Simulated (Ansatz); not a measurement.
Calculated with Ansatz (gas phase, PBE0-D4/def2-TZVP geometries, no zero-point term in ΔE). CBS: MP2 limit from def2 TZ/QZ plus the TZ coupled-cluster correction, frozen cores. This one scheme is used for every species. DFT in def2-TZVPP. For Ge outer-core shells are correlated without core-valence functions, which leaves a few kJ/mol of doubt a bond. Scalar relativity is left out up to krypton. Each species was taken in one conformer, which may not be the lowest.

Reaction (ligand exchange at a Ge–F bond): `[F][GeH3]` + `N[SiH](O)F` → `O[SiH](F)[NH][GeH3]` + H–F

```csv
level,ΔE (eV)
r2SCANh-D4,0.53
CCSD(T)/def2-TZVPP,0.42
```

Task: What does CCSD(T)/CBS give? (Best estimate.)

Result: The calculation gave: +0.40 eV. The listed levels differ from it by 0.13, 0.02 eV.

Task: What do rigid-rotor, harmonic-oscillator terms from PBE0-D4/def2-TZVP frequencies (298.15 K, 1 bar) make of the CCSD(T)/CBS value? (An estimate is asked.)

Result: The calculation gave: ΔZPE = -0.06 eV, ΔH = +0.38 eV, ΔS = 4 J/(mol·K), ΔG = +0.37 eV. Modes under 50 cm⁻¹ make the entropy rough.

Largest T1 diagnostic among the species: 0.012.

At CCSD(T), def2-SVP lies +0.07 eV from the extrapolated value and def2-TZVPP +0.01 eV. In def2-TZVPP, CCSD(T) changes the Hartree–Fock value by −0.24 eV (the triples alone add −0.03 eV) and MP2 by −0.27 eV. The D4 term adds −0.11 eV with B3LYP and −0.06 eV with PBE0; it sums over pairs of atoms, weighted by their polarisabilities, and B3LYP, whose exchange is more repulsive, gets the larger term.

B3LYP here is the variant with VWN-RPA as its local correlation; programs differ in this.
